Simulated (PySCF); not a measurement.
# Working with the constants of RbIn⁺

UHF-CCSD(T) constants of RbIn⁺, ²Σ⁺ (doublet), unpaired electrons σ ↑ (PySCF, scalar-relativistic core potentials, basis sets Rb def2-SVP with ECP28, In def2-SVP with ECP28; masses 84.9118 and 114.9039 u):

| Quantity | Value |
| --- | --- |
| ωe | 48.0 cm⁻¹ |
| ωexe | 0.228 cm⁻¹ |
| Be | 0.019518 cm⁻¹ |
| αe | 0.000127 cm⁻¹ |
| D (centrifugal) | 1.29e-08 cm⁻¹ |
| De to Rb⁺ + In | 0.445 eV |

Problem. Give the vibrational terms G(v) and spacings up to v = 6.

Solution. G(v) = ωe(v+½) − ωexe(v+½)².

```tsv
v	G(v) (cm⁻¹)	G(v) − G(v−1)	Bv (cm⁻¹)
0	23.9		0.01945
1	71.5	47.5	0.01933
2	118.6	47.1	0.01920
3	165.2	46.6	0.01907
4	211.4	46.2	0.01895
5	257.1	45.7	0.01882
6	302.4	45.3	0.01869
```

Problem. How well does the Morse estimate ωe²/(4ωexe) reproduce De, and what is D0?

Solution. It gives 0.313 eV, 70 % of the computed De. D0 = De − G(0) = 0.445 − 0.003 = 0.442 eV.

Correlated steps freeze 4 core orbitals. Correlated levels converge slowly with the basis: in double zeta they bind strong bonds too weakly, by up to about 1 eV, and carry superposition errors of some tenths. Spin–orbit coupling is left out, which matters for elements this heavy, above all for dissociation energies. For an ion De counts to the pair picked by the measured ionisation energies or electron affinities, which need not be the lowest pair at this level. The state was picked by a PBE0 search and need not be the measured ground state.
